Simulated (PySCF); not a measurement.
Cost of response and excited-state runs on `C=CC/C=C/[Se]C#N`, C6H7NSe

Molfile (atoms numbered from 1):
```
C6H7NSe
     RDKit          3D

 15 14  0  0  0  0  0  0  0  0999 V2000
   -2.5881   -0.2532   -0.6592 C   0  0  0  0  0  0  0  0  0  0  0  0
   -1.4415    0.3981   -0.6500 C   0  0  0  0  0  0  0  0  0  0  0  0
   -0.7253    0.8363    0.5956 C   0  0  0  0  0  0  0  0  0  0  0  0
    0.5908    0.1279    0.6912 C   0  0  0  0  0  0  0  0  0  0  0  0
    1.7577    0.7428    0.5898 C   0  0  0  0  0  0  0  0  0  0  0  0
    3.4783   -0.0885    0.6619 Se  0  0  0  0  0  2  0  0  0  0  0  0
    2.9297   -1.8081    0.8420 C   0  0  0  0  0  0  0  0  0  0  0  0
    2.6067   -2.9029    0.9565 N   0  0  0  0  0  0  0  0  0  0  0  0
   -3.1036   -0.5097    0.2519 H   0  0  0  0  0  0  0  0  0  0  0  0
   -3.0650   -0.5521   -1.5768 H   0  0  0  0  0  0  0  0  0  0  0  0
   -0.9370    0.6420   -1.5756 H   0  0  0  0  0  0  0  0  0  0  0  0
   -1.3311    0.5913    1.4709 H   0  0  0  0  0  0  0  0  0  0  0  0
   -0.5654    1.9172    0.5656 H   0  0  0  0  0  0  0  0  0  0  0  0
    0.5390   -0.9457    0.8155 H   0  0  0  0  0  0  0  0  0  0  0  0
    1.8504    1.8126    0.4593 H   0  0  0  0  0  0  0  0  0  0  0  0
  1  2  2  0
  2  3  1  0
  3  4  1  0
  4  5  2  0
  5  6  1  0
  6  7  1  0
  7  8  3  0
  1  9  1  0
  1 10  1  0
  2 11  1  0
  3 12  1  0
  3 13  1  0
  4 14  1  0
  5 15  1  0
M  END
```

PySCF with density fitting, on 1 thread of an Arm Neoverse V2, shared host. Command: `OMP_NUM_THREADS=1 python excited_run.py task.json out`

Task: How long does each of these runs take, and how much memory?
- vibronic structure, HF/def2-SVP; full response; writes grids
- vibronic structure, LDA/def2-SVP; full response; grid level 2; 1 bright states

Result: 
```csv
run,level,basis functions,wall time,peak memory (GiB)
vibronic structure,HF/def2-SVP,165,33 s,0.77
vibronic structure,LDA/def2-SVP,165,34 s,0.79
```
Times from a shared host are rough.
